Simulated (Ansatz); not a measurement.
CH$_{3}$BFNO at its PBE0-D4/def2-TZVP geometry, where that method's forces vanish. Total charge 0; spin multiplicity 1. The bonds changed during the relaxation, so this is another structure than the one it started from.

```xyz
8

N     0.1451   -0.1065   -1.2333
C    -0.3661    0.3221   -0.1022
O    -0.4711   -0.9518    1.5123
B     0.2359    0.0961    1.3184
F     1.1865    0.7600    1.9816
H     1.1146   -0.3737   -1.2895
H    -0.4308   -0.3455   -2.0249
H    -1.4141    0.5993   -0.1625
```

(1) What forces (eV/Å) does B3LYP-D4/def2-TZVPP give on these atoms in Ansatz 0.2.0? (Estimate.)

Results:

(1) Computed: 
```
N1   0.094 -0.063 -0.196
C2  -0.189  0.230  0.061
O3  -0.044 -0.188  0.187
B4  -0.111 -0.058 -0.098
F5   0.150  0.111  0.099
H6   0.003 -0.013 -0.026
H7   0.012 -0.004 -0.022
H8   0.084 -0.014 -0.006
```

B3LYP here is the variant with VWN-RPA as its local correlation; programs differ in this.
